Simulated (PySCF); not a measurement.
# Radial density of Al (aluminium, neutral)

PBE0, [Ne] 3s2 3p1, 2P determinant. All numbers are calculated (PySCF 2.14, scalar relativity by spin-free X2C-1e, in cc-pVDZ-DK (4s3p1d, 18 functions)).

```json
{"r (bohr)": "0.00179", "4πr²ρ (e/bohr)": "0.06172", "4πr²(ρα − ρβ)": "0.0000"}
{"r (bohr)": "0.00301", "4πr²ρ (e/bohr)": "0.1661", "4πr²(ρα − ρβ)": "0.0000"}
{"r (bohr)": "0.00506", "4πr²ρ (e/bohr)": "0.4291", "4πr²(ρα − ρβ)": "0.0000"}
{"r (bohr)": "0.00851", "4πr²ρ (e/bohr)": "1.082", "4πr²(ρα − ρβ)": "0.0000"}
{"r (bohr)": "0.0143", "4πr²ρ (e/bohr)": "2.582", "4πr²(ρα − ρβ)": "-0.0001"}
{"r (bohr)": "0.0241", "4πr²ρ (e/bohr)": "5.600", "4πr²(ρα − ρβ)": "-0.0001"}
{"r (bohr)": "0.0405", "4πr²ρ (e/bohr)": "10.27", "4πr²(ρα − ρβ)": "0.0000"}
{"r (bohr)": "0.0681", "4πr²ρ (e/bohr)": "14.29", "4πr²(ρα − ρβ)": "0.0013"}
{"r (bohr)": "0.115", "4πr²ρ (e/bohr)": "13.00", "4πr²(ρα − ρβ)": "0.0068"}
{"r (bohr)": "0.193", "4πr²ρ (e/bohr)": "8.653", "4πr²(ρα − ρβ)": "0.0223"}
{"r (bohr)": "0.324", "4πr²ρ (e/bohr)": "10.91", "4πr²(ρα − ρβ)": "0.0407"}
{"r (bohr)": "0.545", "4πr²ρ (e/bohr)": "11.94", "4πr²(ρα − ρβ)": "0.0247"}
{"r (bohr)": "0.917", "4πr²ρ (e/bohr)": "4.446", "4πr²(ρα − ρβ)": "0.0032"}
{"r (bohr)": "1.54", "4πr²ρ (e/bohr)": "1.177", "4πr²(ρα − ρβ)": "0.1408"}
{"r (bohr)": "2.59", "4πr²ρ (e/bohr)": "1.111", "4πr²(ρα − ρβ)": "0.3289"}
{"r (bohr)": "4.36", "4πr²ρ (e/bohr)": "0.3054", "4πr²(ρα − ρβ)": "0.1623"}
{"r (bohr)": "7.34", "4πr²ρ (e/bohr)": "0.01591", "4πr²(ρα − ρβ)": "0.0135"}
```

Densities and radii are taken from the X2C orbitals without a picture-change correction, which distorts them close to the nucleus.
